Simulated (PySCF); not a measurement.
Computed structure and properties of Dy(NH2)2

System: Dy(NH2)2 (singlet in the valence; each metal's 4f electrons, 10 of them, lie in its core potential, out of spins and levels); start: displaced along the imaginary mode (Cs). Method: PySCF 2.14.0, RKS PBE0, Dy lcecp-0-SVP with ECP56, N def2-SVP, H def2-SVP; non-relativistic Hamiltonian with scalar-relativistic core potentials where named; density fitting; no spin-orbit coupling.

Input of the relaxation:

```python
mol = gto.M(atom='''
Dy     0.00000    -0.00595    -0.13759
N      2.16846     0.03605     0.66487
H      2.79602    -0.80817     0.73652
H      2.65400     0.79125     1.21562
N     -2.16846     0.03605     0.66487
H     -2.65400     0.79125     1.21562
H     -2.79602    -0.80817     0.73652''',
    basis={'Dy': 'lcecp-0-SVP', 'N': 'def2-SVP', 'H': 'def2-SVP'},
    ecp={'Dy': 'lcecp-0-SVP'},
    charge=0, spin=0)
mf = dft.RKS(mol, xc='PBE0')
mf.grids.atom_grid = (50, 194)  # f atoms: unpruned, at least (60, 302)
mf = mf.density_fit()  # fitting sets: Dy AutoAux, N def2-universal-JKFIT, H def2-universal-JKFIT
mf.conv_tol = 1e-08; mf.max_cycle = 55
mf.kernel(dm0)  # dm0: converged density of the start geometry
# quasi-Newton relaxation in Cartesian coordinates to a largest gradient under 0.00045 Eh/bohr, steps kept in the point group
```

Run from Python with OMP_NUM_THREADS=2; the lines above give its settings. Where DIIS fails, smearing, a level shift and second-order steps follow.
It took 55 s on 2 threads of Arm Neoverse V1, with other jobs on the host, from the converged density of the start.

Course of the relaxation:

| step | energy above end (eV) | largest force component within the symmetry (eV/Å) |
| --- | --- | --- |
| 0 | 0.2026 | 1.135 |
| 1 | 0.1104 | 0.132 |
| 2 | 0.1044 | 0.095 |
| 3 | 0.0946 | 0.258 |
| 4 | 0.0930 | 0.610 |
| 5 | 0.0726 | 0.240 |
| 6 | 0.0619 | 0.210 |
| 7 | 0.0434 | 0.203 |
| 16 | 0.0027 | 0.134 |
| 17 | 0.0016 | 0.128 |
| 18 | 0.0005 | 0.044 |
| 19 | 0.0002 | 0.078 |
| 20 | 0.0000 | 0.025 |
| 21 | 0.0000 | 0.004 |
(The steps between are left out.)

Relaxed geometry (nearly C2v):

```xyz
7

Dy    0.0000   -0.8736   -0.1205
N     1.9426   -0.0217    0.7004
H     2.9203   -0.2510    0.5121
H     1.9922    0.7257    1.3960
N    -1.9426   -0.0217    0.7004
H    -1.9922    0.7257    1.3960
H    -2.9203   -0.2510    0.5121
```

```tsv
contact	Å
Dy1–N2 (NH2)	2.274
Dy1–N5 (NH2)	2.274
```

On the finer grid (75, 302):

The HOMO is not given (4f levels lie in the core) and the LUMO is not given (4f levels lie in the core). The dipole about the centre of mass is 4.95 D, the set of Mulliken populations of Dy1 outside the core potential is s 2.23, p 6.21, d 0.83, f 0.02 and the D3(BJ) dispersion energy (not in the energies) is -0.090 eV.

```tsv
atom	Mulliken (e)	Löwdin (e)	spin (e)
Dy1	0.72	0.62	0.00
N2	-0.56	-0.41	0.00
H3	0.09	0.05	0.00
H4	0.11	0.05	0.00
N5	-0.56	-0.41	0.00
H6	0.11	0.05	0.00
H7	0.09	0.05	0.00
```

The 4f levels lie in the core potential and are missing. Their spin isn't counted.

On the grid (50, 194), as all that follows. Harmonic modes: a minimum; lowest 83 cm⁻¹ (negative: unstable), highest 3595 cm⁻¹, zero-point energy 1.250 eV.

Taking off one NH2 (charge -1, singlet; the rest: singlet) in vacuum, both parts rigid, costs 9.26 eV; the small basis without counterpoise inflates it. Most of it is the attraction of opposite charges; other ways to part are cheaper, and one spin state was tried for the rest.

Rigid scan of NH2 along the line from its metal:

```json
{"distance to N2 (Å)": "1.97", "energy (eV)": "0.772"}
{"distance to N2 (Å)": "2.07", "energy (eV)": "0.300"}
{"distance to N2 (Å)": "2.17", "energy (eV)": "0.066"}
{"distance to N2 (Å)": "2.27", "energy (eV)": "0.000"}
{"distance to N2 (Å)": "2.37", "energy (eV)": "0.051"}
{"distance to N2 (Å)": "2.47", "energy (eV)": "0.182"}
{"distance to N2 (Å)": "2.67", "energy (eV)": "0.581"}
{"distance to N2 (Å)": "2.97", "energy (eV)": "1.307"}
{"distance to N2 (Å)": "3.37", "energy (eV)": "2.250"}
{"distance to N2 (Å)": "3.87", "energy (eV)": "3.104"}
```

One start shape was tried, so this needn't be the lowest isomer.

An lcecp potential fixes the number of 4f electrons, so in runs with it no electron can move into or out of that shell; real Dy(II) is rare or takes another configuration.
